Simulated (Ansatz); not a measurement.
Computed with Ansatz on PBE0-D4/def2-TZVP structures; ΔE is electronic, products minus reactants. CCSD(T)/CBS is the MP2 limit (def2-TZVPP, def2-QZVPP) plus CCSD(T) − MP2 in def2-TZVPP, frozen cores. Functionals use def2-TZVPP. HSE06 is defined as in plane-wave codes. Each species was taken in one conformer, which may not be the lowest.

`C#CBN` → `BC1C=N1`  (isomerisation)

Problem. Is it downhill or uphill in electronic energy at CCSD(T)/CBS, and by how much? (An estimate is asked.)

Solution. Ansatz gave: Uphill: ΔE = +61.9 kcal/mol.

Problem. What do these levels give: CAM-B3LYP-D4, revPBE, r2SCANh, r2SCAN0, HSE06, CAM-B3LYP, LC-ωPBE, MP2/def2-SVP, CCSD(T)/def2-SVP, HF/def2-TZVPP, MP2/def2-TZVPP, CCSD/CBS(def2)? (Estimate.)

Solution. Ansatz gave: CAM-B3LYP-D4 62.1, revPBE 55.5, r2SCANh 59.1, r2SCAN0 59.6, HSE06 57.7, CAM-B3LYP 62.2, LC-ωPBE 56.8, MP2/def2-SVP 59.6, CCSD(T)/def2-SVP 58.4, HF/def2-TZVPP 64.4, MP2/def2-TZVPP 61.5, CCSD/CBS(def2) 62.8 kcal/mol.

Largest T1 diagnostic among the species: 0.014.

From BLYP to BHLYP (50 % exact exchange), in def2-TZVPP and without D4, ΔE moves by +2.4 kcal/mol. In def2-TZVPP, CCSD(T) changes the Hartree–Fock value by −3.9 kcal/mol (the triples alone add −0.9 kcal/mol) and MP2 by −2.9 kcal/mol. Leaving LDA and LC-ωPBE aside and taking each functional with its dispersion term where it has one, the values, not all of them listed here, spread over 8.8 kcal/mol, from revPBE-D4 to BHLYP-D4. LDA lies +2.3 kcal/mol from PBE without D4.
